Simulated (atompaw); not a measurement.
**Reading a pseudo-wave (Os (Z = 76))**

Columns: radius, all-electron u(r) and pseudo u(r) of the 5p shell (level -51.05 eV) of osmium in the configuration [Kr] 4d10 4f14 5s2 5p6 5d6 6s2 6p0; LDA (PW92), scalar-relativistic, PAW (atompaw) scheme, atompaw 4.2.0.5.

```tsv
r (bohr)	all-electron	pseudo
0.083	0.0673	0.0097
0.165	0.3401	0.0380
0.248	-0.1824	0.0839
0.331	-0.5451	0.1449
0.413	-0.5115	0.2169
0.496	-0.2270	0.2978
0.579	0.1375	0.3827
0.662	0.4764	0.4673
0.744	0.7402	0.5468
0.827	0.9245	0.6191
0.910	1.0326	0.6801
0.992	1.0778	0.7268
1.075	1.0765	0.7587
1.158	1.0415	0.7743
1.240	0.9851	0.7738
1.323	0.9147	0.7583
1.406	0.8377	0.7292
1.488	0.7598	0.6895
1.571	0.6823	0.6409
1.654	0.6084	0.5865
1.737	0.5392	0.5294
1.819	0.4764	0.4729
1.902	0.4186	0.4178
1.985	0.3665	0.3665
2.067	0.3205	0.3205
2.150	0.2791	0.2791
```

(1) How many radial nodes do the two functions have?

(2) Is the pseudo-wave norm-conserving?

Answers

(1) The all-electron 5p function has n − l − 1 = 3 (the table is too coarse to show those close to the nucleus); the pseudo-wave has 0, since the states of the same l below it are removed with the core.

(2) No, it belongs to a PAW set: the norm inside the radius is not constrained, and the difference is carried by the augmentation charge.
